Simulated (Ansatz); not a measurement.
Reaction (redistribution): `C[CH](C)[Al]([NH2])[CH](C)C` + `[NH2][Hf]([F])([Cl])[Cl]` → `C[CH](C)[Al]([Cl])[CH](C)C` + `[NH2][Hf]([NH2])([F])[Cl]`

Gas-phase electronic energies from Ansatz, PBE0-D4/def2-TZVP geometries. CCSD(T)/CBS adds triple-zeta CCSD(T) − MP2 to the extrapolated MP2 energy (def2 sets, frozen cores). Functionals use def2-TZVPP. Elements past krypton have def2 core potentials. For Hf outer-core shells are correlated without core-valence functions, which leaves a few kJ/mol of doubt a bond. One conformer a species, not always the lowest.

| species | PBE energy (Eh) |
| --- | --- |
| `C[CH](C)[Al]([NH2])[CH](C)C` | -535.06347 |
| `[NH2][Hf]([F])([Cl])[Cl]` | -1124.10769 |
| `C[CH](C)[Al]([Cl])[CH](C)C` | -939.21188 |
| `[NH2][Hf]([NH2])([F])[Cl]` | -719.95365 |

Task: Work out ΔE.

Result: ΔE = (-939.21188) + (-719.95365) − (-535.06347) − (-1124.10769) = 0.00563 Eh = +14.8 kJ/mol. CCSD(T)/CBS gives +13.6 kJ/mol.

Largest T1 diagnostic among the species: 0.014.

Leaving LDA and LC-ωPBE aside and taking each functional with its dispersion term where it has one, the values, not all of them listed here, spread over 5.7 kJ/mol, from ωB97X-V to B97M-V.
